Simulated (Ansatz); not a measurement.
C3H6OSi (`C#COC[SiH3]`), relaxed with RKS PBE0-D4/def2-TZVP in the Gaussian-basis code of Ansatz from a PBE-D4/def2-SVP geometry. The force threshold is 0.005 eV/Å; the program also tests the step.

Total charge 0; spin multiplicity 1.

Start:

```xyz
11

C    -1.431   -0.228    2.267
C    -0.572    0.349    1.614
O     0.362    0.977    0.959
C     0.265    0.946   -0.495
Si    0.749   -0.757   -1.238
H    -2.188   -0.719    2.858
H    -0.763    1.236   -0.804
H     0.961    1.734   -0.844
H    -0.154   -1.823   -0.691
H     2.180   -1.062   -0.896
H     0.591   -0.653   -2.732
```

```
step  energy (eV)  largest force (eV/Å)  largest move (Å)
   1  -13123.1273                 1.519             0.000
   2  -13123.1911                 0.186             0.055
   3  -13123.1941                 0.048             0.013
   4  -13123.1944                 0.032             0.005
   5  -13123.1946                 0.037             0.014
   6  -13123.1949                 0.023             0.029
   7  -13123.1950                 0.021             0.031
   8  -13123.1951                 0.015             0.032
   9  -13123.1952                 0.016             0.014
  10  -13123.1954                 0.023             0.027
  11  -13123.1954                 0.015             0.019
  12  -13123.1955                 0.011             0.011
  13  -13123.1955                 0.010             0.013
  14  -13123.1955                 0.009             0.009
  15  -13123.1955                 0.006             0.011
  16  -13123.1955                 0.006             0.006
  17  -13123.1955                 0.005             0.004
```

End:

```xyz
11

C    -1.333   -0.257    2.227
C    -0.537    0.376    1.589
O     0.328    1.069    0.929
C     0.235    0.961   -0.512
Si    0.698   -0.755   -1.183
H    -2.027   -0.818    2.804
H    -0.772    1.254   -0.826
H     0.934    1.708   -0.890
H    -0.291   -1.782   -0.780
H     2.049   -1.126   -0.693
H     0.715   -0.631   -2.665
```

It took 52 s on 4 threads of a server CPU on a shared host, with 0.47 GiB of host memory at the peak.
